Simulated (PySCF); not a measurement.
**Ionising PbCl**

UHF-CCSD(T); basis Pb def2-SVPD with ECP60, Cl def2-SVPD; scalar-relativistic core potentials; PySCF 2.14. Neutral (UHF): doublet (π ↑), Re = 2.538 Å, ωe = 301 cm⁻¹, De = 3.44 eV.

PbCl⁺ (RHF): singlet (closed shell), Re = 2.418 Å, ωe = 371 cm⁻¹. The energies at the minima are -651.49565 hartree for PbCl and -651.24696 for PbCl⁺.

Question: Work out the adiabatic ionisation energy, without and with harmonic zero-point energies (1 hartree = 27.2114 eV, 1 eV = 8065.5 cm⁻¹), and the change of the bond length.

Answer: At CCSD(T): 0.24869 hartree = 6.767 eV between the minima; the zero-point term (371.0 − 301.0)/2 cm⁻¹ = +0.004 eV makes it 6.772 eV. Re changes by -12.0 pm against the neutral. The electron leaves a π orbital, and the shorter bond of the ion fits an antibonding orbital, or a change in how ionic the bond is.

Correlated steps freeze 9 core orbitals. Correlated levels converge slowly with the basis: in double zeta they bind strong bonds too weakly, by up to about 1 eV, and carry superposition errors of some tenths. Spin–orbit coupling is left out, which matters for elements this heavy, above all for dissociation energies. States were picked by a PBE0 search and need not be the measured ground states.

Neutral and ion stand on different kinds of reference determinant, which adds to the error of the difference.
